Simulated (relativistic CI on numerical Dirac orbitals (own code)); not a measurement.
d2 in a ligand field

Computed with a parametric ligand-field model of a d^n configuration (Racah B and C, spin-orbit zeta, crystal field), exact diagonalisation.

Field parameters in Wybourne normalisation: Oh B⁴₀ = 21Dq, B⁴₄ = √(5/14) B⁴₀; Td as Oh with Dq negative (B⁴₀ = 21Dq, B⁴₄ = √(5/14) B⁴₀). The field is a parameter set, without covalency.

Task: Lowest levels for B = 420, C = 2110, ζ = 540 cm⁻¹, Oh, 10Dq = 28150 cm⁻¹?

Result: E 0 (S 1.00), T2 13 (S 1.00), T1 660 (S 1.00), A1 944 (S 1.00), T2 7219 (S 0.01), E 7270 (S 0.01), A1 16455 (S 0.01), A2 27182 (S 1.00), T2 27317 (S 1.00) cm⁻¹, with S from ⟨S²⟩ = S(S + 1). The ground level has 0.01 electrons in the cubic e pair.

Task: Lowest levels for B = 330, C = 1520, ζ = 770 cm⁻¹, Oh, 10Dq = 4800 cm⁻¹?

Result: E 0 (S 0.99), T2 176 (S 0.99), T1 1328 (S 1.00), A1 1899 (S 0.99), T2 4480 (S 0.85), A2 4856 (S 1.00), T1 5506 (S 1.00), E 5635 (S 0.99), E 6160 (S 0.14) cm⁻¹, with S from ⟨S²⟩ = S(S + 1). The ground level has 0.13 electrons in the cubic e pair.

Task: Lowest levels for B = 920, C = 3650, ζ = 730 cm⁻¹, Oh, 10Dq = 10250 cm⁻¹?

Result: E 0 (S 1.00), T2 100 (S 1.00), T1 1156 (S 1.00), A1 1703 (S 1.00), T2 9316 (S 0.98), A2 9354 (S 1.00), T1 9941 (S 1.00), E 10013 (S 1.00), T2 14181 (S 0.08) cm⁻¹, with S from ⟨S²⟩ = S(S + 1). The ground level has 0.09 electrons in the cubic e pair.

Task: Lowest levels for B = 390, C = 2010, ζ = 70 cm⁻¹, Td, 10Dq = -9500 cm⁻¹?

Result: T2 0 (S 1.00), E 7043 (S 0.00), A2 9466 (S 1.00), T2 9483 (S 1.00), T1 9518 (S 1.00), E 9519 (S 1.00), A1 12307 (S 0.01), T2 13366 (S 1.00), E 13368 (S 1.00) cm⁻¹, with S from ⟨S²⟩ = S(S + 1). The ground level has 2.00 electrons in the cubic e pair.

Task: Lowest levels for B = 980, C = 3450, ζ = 870 cm⁻¹, Oh, 10Dq = 18000 cm⁻¹?

Result: E 0 (S 1.00), T2 77 (S 1.00), T1 1283 (S 1.00), A1 1873 (S 1.00), T2 13732 (S 0.19), E 14412 (S 0.02), A2 16614 (S 1.00), T2 17156 (S 0.93), T1 17287 (S 1.00) cm⁻¹, with S from ⟨S²⟩ = S(S + 1). The ground level has 0.05 electrons in the cubic e pair.
